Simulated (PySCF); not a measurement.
Mg(iPr)(OH), C3H8MgO, SMILES C[CH]([Mg][OH])C, B3LYP/def2-SVP optimised geometry.

```
13

Mg    -0.55     0.05     0.00
C      1.57     0.05     0.00
C      2.17     0.99    -1.07
C      2.16    -1.36    -0.11
H      1.86     0.46     0.99
H      3.28     1.00    -1.02
H      1.91     0.67    -2.09
H      1.83     2.03    -0.96
H      1.82    -2.03     0.70
H      3.27    -1.35    -0.06
H      1.90    -1.85    -1.07
O     -2.32     0.03     0.01
H     -3.28     0.07    -0.01
```

Density from B3LYP/def2-TZVP (PySCF 2.14.0) at that geometry.

Minimum of the electron density along straight lines between bonded atoms, close to the bond critical point (lines longer than 1.1 times the sum of covalent radii, or with two minima, are not listed):

| bond | length / Å | ρ at the minimum / e bohr⁻³ | ∇²ρ there / e bohr⁻⁵ | position (fraction from the first atom) |
|---|---|---|---|---|
| Mg1–C2 | 2.123 | 0.055 | 0.22 | 0.41 |
| C2–C3 | 1.538 | 0.238 | -0.56 | 0.49 |
| C2–C4 | 1.538 | 0.238 | -0.56 | 0.49 |
| C2–H5 | 1.108 | 0.266 | -0.86 | 0.63 |
| C3–H6 | 1.109 | 0.268 | -0.88 | 0.64 |
| C3–H7 | 1.105 | 0.270 | -0.90 | 0.64 |
| C3–H8 | 1.104 | 0.271 | -0.90 | 0.64 |
| C4–H9 | 1.104 | 0.271 | -0.90 | 0.64 |
| C4–H10 | 1.109 | 0.268 | -0.88 | 0.64 |
| C4–H11 | 1.105 | 0.270 | -0.90 | 0.64 |
| Mg1–O12 | 1.772 | ___ | 0.70 | 0.45 |
| O12–H13 | 0.954 | ___ | ___ | 0.80 |

Problem. Fill in the missing entries.

Solution. 
- Mg1–O12, ρ at the minimum / e bohr⁻³: 0.077
- O12–H13, ρ at the minimum / e bohr⁻³: 0.362
- O12–H13, ∇²ρ there / e bohr⁻⁵: -2.45
